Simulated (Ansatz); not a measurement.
Born–Oppenheimer molecular dynamics of ClFH4OSi (8 atoms, charge 0, multiplicity 1). It starts at the highest image of a converged band, a first-order saddle point between two minima.

All numbers below come from Ansatz, RKS PBE0-D4/6-31G*.

- ensemble: NVE (velocity Verlet)
- time step: 0.5 fs
- steps asked: 200
- starting velocities drawn for: 100 K
- seed: 3866

Frames 2.5 fs apart, positions in Å, forces in eV/Å.

Velocities at 55 fs (Å/ps):

```
Si -3.68 5.20 -5.90
Cl 4.51 -6.61 8.39
H 13.78 9.04 -7.18
F 2.74 1.33 -5.58
H -10.35 2.45 3.60
O -6.93 1.60 -3.30
H 3.06 32.06 10.19
H -4.32 -6.56 20.23
```

```xyz
8
Properties=species:S:1:pos:R:3:forces:R:3 time_fs=55 energy_less_start_eV=-0.477 T=716
Si -0.338 0.232 -0.247 -1.02 -0.05 -0.27
Cl 0.145 -1.429 2.343 -0.60 0.15 0.46
H 0.835 0.945 0.243 0.37 0.22 0.18
F -0.867 0.996 -1.583 0.18 -0.12 0.36
H -0.060 -1.163 -0.648 0.00 -0.02 0.03
O -1.645 0.349 0.818 0.92 -0.27 -0.35
H -2.294 0.910 0.395 -0.58 0.33 -0.09
H -1.030 -0.930 2.658 0.73 -0.25 -0.32
8
Properties=species:S:1:pos:R:3:forces:R:3 time_fs=57.5 energy_less_start_eV=-0.484 T=724
Si -0.348 0.244 -0.262 -0.46 0.18 0.38
Cl 0.155 -1.446 2.365 -0.59 0.16 0.43
H 0.874 0.970 0.228 -0.34 -0.17 -0.08
F -0.860 0.999 -1.596 0.07 0.05 0.10
H -0.086 -1.158 -0.638 0.03 -0.04 0.03
O -1.661 0.353 0.809 0.29 0.51 -0.93
H -2.296 0.994 0.423 0.30 -0.45 0.40
H -1.016 -0.955 2.698 0.69 -0.23 -0.33
8
Properties=species:S:1:pos:R:3:forces:R:3 time_fs=60 energy_less_start_eV=-0.480 T=719
Si -0.359 0.258 -0.276 -0.15 0.13 0.81
Cl 0.165 -1.462 2.387 0.58 -0.31 0.06
H 0.894 0.986 0.209 -0.69 -0.35 -0.17
F -0.852 1.003 -1.609 -0.04 0.21 -0.18
H -0.109 -1.155 -0.626 0.04 0.00 0.04
O -1.676 0.359 0.796 0.44 0.55 -0.92
H -2.285 1.055 0.471 0.32 -0.48 0.34
H -0.966 -0.991 2.720 -0.50 0.26 0.02
8
Properties=species:S:1:pos:R:3:forces:R:3 time_fs=62.5 energy_less_start_eV=-0.489 T=730
Si -0.370 0.272 -0.288 -0.32 -0.24 0.92
Cl 0.176 -1.478 2.409 1.00 -0.47 -0.09
H 0.875 0.983 0.181 -0.46 -0.19 -0.04
F -0.845 1.007 -1.623 -0.13 0.34 -0.43
H -0.131 -1.152 -0.613 0.03 0.05 0.04
O -1.688 0.366 0.780 1.23 -0.35 -0.51
H -2.259 1.093 0.537 -0.41 0.43 -0.05
H -0.943 -1.014 2.742 -0.93 0.43 0.16
8
Properties=species:S:1:pos:R:3:forces:R:3 time_fs=65 energy_less_start_eV=-0.520 T=770
Si -0.383 0.284 -0.298 -0.85 -0.71 0.72
Cl 0.188 -1.496 2.431 -0.21 0.04 0.26
H 0.832 0.970 0.151 0.22 0.21 0.25
F -0.838 1.012 -1.638 -0.19 0.41 -0.61
H -0.151 -1.147 -0.597 0.02 0.06 0.03
O -1.697 0.372 0.762 0.71 0.09 -0.48
H -2.251 1.148 0.604 0.03 -0.03 0.05
H -0.966 -1.014 2.771 0.27 -0.07 -0.21
8
Properties=species:S:1:pos:R:3:forces:R:3 time_fs=67.5 energy_less_start_eV=-0.496 T=740
Si -0.397 0.296 -0.307 -1.03 -0.86 0.45
Cl 0.200 -1.513 2.454 -0.82 0.30 0.42
H 0.800 0.969 0.136 0.63 0.45 0.41
F -0.832 1.018 -1.655 -0.20 0.40 -0.66
H -0.170 -1.138 -0.580 0.02 0.00 -0.01
O -1.703 0.379 0.743 -0.05 0.80 -0.28
H -2.241 1.201 0.672 0.58 -0.77 0.05
H -0.976 -1.017 2.789 0.88 -0.33 -0.39
8
Properties=species:S:1:pos:R:3:forces:R:3 time_fs=70 energy_less_start_eV=-0.554 T=814
Si -0.413 0.306 -0.315 -0.34 -0.47 0.35
Cl 0.211 -1.530 2.477 -0.07 0.00 0.19
H 0.801 0.992 0.144 0.19 0.20 0.23
F -0.826 1.026 -1.674 -0.16 0.31 -0.57
H -0.189 -1.129 -0.563 0.02 -0.05 -0.04
O -1.708 0.389 0.722 0.18 -0.03 0.02
H -2.203 1.215 0.743 0.05 0.07 -0.02
H -0.941 -1.037 2.785 0.12 -0.02 -0.16
8
Properties=species:S:1:pos:R:3:forces:R:3 time_fs=72.5 energy_less_start_eV=-0.542 T=799
Si -0.429 0.315 -0.323 0.62 0.04 0.18
Cl 0.221 -1.547 2.500 1.03 -0.48 -0.10
H 0.813 1.026 0.164 -0.45 -0.19 -0.06
F -0.821 1.034 -1.695 -0.09 0.17 -0.35
H -0.205 -1.123 -0.548 0.02 -0.05 -0.07
O -1.713 0.398 0.701 0.05 -0.49 0.24
H -2.159 1.233 0.814 -0.19 0.54 0.03
H -0.900 -1.057 2.773 -0.99 0.46 0.13
8
Properties=species:S:1:pos:R:3:forces:R:3 time_fs=75 energy_less_start_eV=-0.545 T=803
Si -0.445 0.324 -0.329 1.17 0.28 -0.21
Cl 0.233 -1.564 2.524 0.35 -0.18 0.07
H 0.800 1.051 0.182 -0.65 -0.33 -0.19
F -0.817 1.043 -1.717 -0.01 0.00 -0.09
H -0.221 -1.119 -0.538 0.02 0.02 -0.10
O -1.719 0.406 0.682 -0.95 0.64 0.79
H -2.122 1.273 0.885 0.39 -0.59 -0.22
H -0.909 -1.054 2.766 -0.32 0.16 -0.05
8
Properties=species:S:1:pos:R:3:forces:R:3 time_fs=77.5 energy_less_start_eV=-0.545 T=803
Si -0.458 0.333 -0.337 1.07 0.15 -0.73
Cl 0.246 -1.582 2.547 -0.78 0.34 0.26
H 0.751 1.057 0.190 -0.29 -0.15 -0.09
F -0.812 1.052 -1.739 0.05 -0.15 0.18
H -0.235 -1.115 -0.534 0.02 0.08 -0.13
O -1.727 0.416 0.665 -1.12 0.53 0.99
H -2.066 1.286 0.944 0.25 -0.44 -0.23
H -0.935 -1.042 2.755 0.80 -0.36 -0.26
8
Properties=species:S:1:pos:R:3:forces:R:3 time_fs=80 energy_less_start_eV=-0.544 T=802
Si -0.469 0.343 -0.346 0.43 -0.16 -1.22
Cl 0.257 -1.600 2.571 -0.64 0.30 0.19
H 0.687 1.055 0.193 0.40 0.24 0.17
F -0.807 1.061 -1.761 0.09 -0.27 0.40
H -0.249 -1.106 -0.538 0.03 0.07 -0.15
O -1.740 0.428 0.652 -0.77 -0.53 0.61
H -1.997 1.277 0.993 -0.20 0.66 0.20
H -0.920 -1.049 2.731 0.65 -0.31 -0.20
8
Properties=species:S:1:pos:R:3:forces:R:3 time_fs=82.5 energy_less_start_eV=-0.545 T=802
Si -0.479 0.352 -0.357 0.03 -0.18 -1.33
Cl 0.268 -1.617 2.595 0.56 -0.26 0.03
H 0.645 1.066 0.205 0.69 0.39 0.27
F -0.802 1.069 -1.781 0.12 -0.33 0.54
H -0.260 -1.093 -0.550 0.05 0.00 -0.16
O -1.755 0.438 0.641 -0.86 0.24 0.84
H -1.936 1.297 1.048 -0.02 -0.12 -0.12
H -0.872 -1.071 2.695 -0.57 0.26 -0.06
```

Of the whole run (100 fs, mean temperature of the second half 764 K): The conserved energy stayed within 0.079 meV per atom of its start (net change 0.02 meV per atom), so the integration is sound. The kinetic energy rose, since the run started high on the potential surface and went downhill. It ends in pieces (ClH + FH3OSi), so much of that is their flight and rotation, not heat. A run of 0.1 ps of so small a system gives no equilibrium averages. The orbitals stay closed-shell, which can raise the energy where a bond breaks towards radicals; this wasn't checked here.

Run time: 11 min on 1 thread of Arm Neoverse V1, with other jobs on the host, peak memory 0.17 GiB.
